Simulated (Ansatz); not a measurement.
Molecule: CH₃Se, net charge 0, doublet state. It need not be the lowest isomer of its formula. 
Geometry from a B3LYP-D3(BJ)/def2-TZVP (Ansatz, a quantum-chemistry and plane-wave program) optimisation:
```
C
H 1 1.0870
H 1 1.0870 2 111.39
H 1 1.0918 2 108.97 3 -120.24
Se 1 1.9534 2 110.54 4 -116.45
```
Charge 0, spin multiplicity 2.

Property: vertical electron affinity (to the singlet state of charge -1; a negative value means that the extra electron is unbound and the number depends on the basis; each state is the SCF solution reached for its spin), in eV. Correlated levels leave the core frozen unless marked. Open shells are spin-unrestricted. Spin-orbit coupling is left out. The frozen core is the preceding noble-gas configuration, with the filled d and f shells of earlier blocks. No relativistic terms. Anions need diffuse functions: aug- sets have them; def2-D sets add few. Basis-set limits of correlation are two-point, X^-3; Hartree-Fock from the larger set. The bracket is a focal-point correction in the basis named.

| level | program | vertical electron affinity (eV) |
|---|---|---|
| HF/def2-SVPD | Ansatz | 0.79 |
| BHLYP/def2-TZVPD | Ansatz | 1.67 |
| MP2/def2-TZVPPD | Ansatz | 1.81 |

Q: Estimate the value at RI-MP2/CBS(aug-cc-pVTZ,aug-cc-pVQZ)+[CCSD(T)-MP2]/aug-cc-pVTZ as computed with Ansatz.

A: 1.93 eV
